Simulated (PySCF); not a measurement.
How methods differ on the ionisation energy of Kr⁺

Kr⁺ [Ar] 3d10 4s2 4p5 [4p1/2^2 4p3/2^3, M_J = 3/2] → Kr²⁺ [Ar] 3d10 4s2 4p4 [4p1/2^2 4p3/2^2, M_J = 2], as a difference of total energies. Calculation: PySCF 2.14, in x2c-SVPall-2c; the two-component X2C-1e Hamiltonian. Correlated levels: [Ne] frozen. "Screened" scales the spin-orbit matrix elements by Boettger's factors to mimic the two-electron term; Breit and QED terms are absent.

```json
{"method": "GHF (spin-free)", "ionisation energy (eV)": "23.407"}
{"method": "GMP2 (spin-free)", "ionisation energy (eV)": "24.053"}
{"method": "GHF (screened spin-orbit)", "ionisation energy (eV)": "23.316"}
{"method": "GMP2 (screened spin-orbit)", "ionisation energy (eV)": "23.969"}
```

Q: How much does correlation contribute at GMP2 (screened spin-orbit)?

A: 23.969 − (23.316) = 0.653 eV, measured against GHF (screened spin-orbit).

The spin-free rows relax to the high-spin LS determinant and lack the spin-orbit shift.

Errors of the correlated levels include the incompleteness of this basis and the frozen core.

The labels give the starting determinants; with spin-orbit coupling the two ends relaxed to ⟨J²⟩ = 3.76, ⟨L²⟩ = 2.01, ⟨S²⟩ = 0.76 and ⟨J²⟩ = 6.01, ⟨L²⟩ = 2.15, ⟨S²⟩ = 1.93.

For comparison: 24.360 eV (measured; NIST Atomic Spectra Database, ionization energies).
